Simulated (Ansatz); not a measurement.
Consider the formal exchange of groups at the Si–O bond: `[SiH3][O][Ga]([Br])[Br]` + `C[O][AlH2]` → `[AlH2][O]C[SiH3]` + `[OH][Ga]([Br])[Br]`.

Gas-phase electronic energies from Ansatz, PBE0-D4/def2-TZVP geometries. CCSD(T)/CBS is the MP2 limit (def2-TZVPP, def2-QZVPP) plus CCSD(T) − MP2 in def2-TZVPP, frozen cores. Functionals use def2-TZVPP. For Br, Ga outer-core shells are correlated without core-valence functions, which leaves a few kJ/mol of doubt a bond. Scalar relativity is left out up to krypton. One conformer a species, not always the lowest.

| level | ΔE (kJ/mol) |
| --- | --- |
| r2SCANh | 112.8 |
| CAM-B3LYP | 117.9 |

(1) What does CCSD(T)/CBS give? (An estimate is asked.)

Largest T1 diagnostic among the species: 0.013.

## Answers

(1) The calculation gave: +115.9 kJ/mol. The listed levels differ from it by -3.1, 2.0 kJ/mol.

From BLYP to BHLYP (50 % exact exchange), in def2-TZVPP and without D4, ΔE moves by +17.8 kJ/mol. In def2-TZVPP, CCSD(T) changes the Hartree–Fock value by −22.9 kJ/mol (the triples alone add −3.3 kJ/mol) and MP2 by −20.0 kJ/mol. Leaving LDA and LC-ωPBE aside and taking each functional with its dispersion term where it has one, the values, not all of them listed here, spread over 32.9 kJ/mol, from revPBE-D4 to BHLYP-D4.
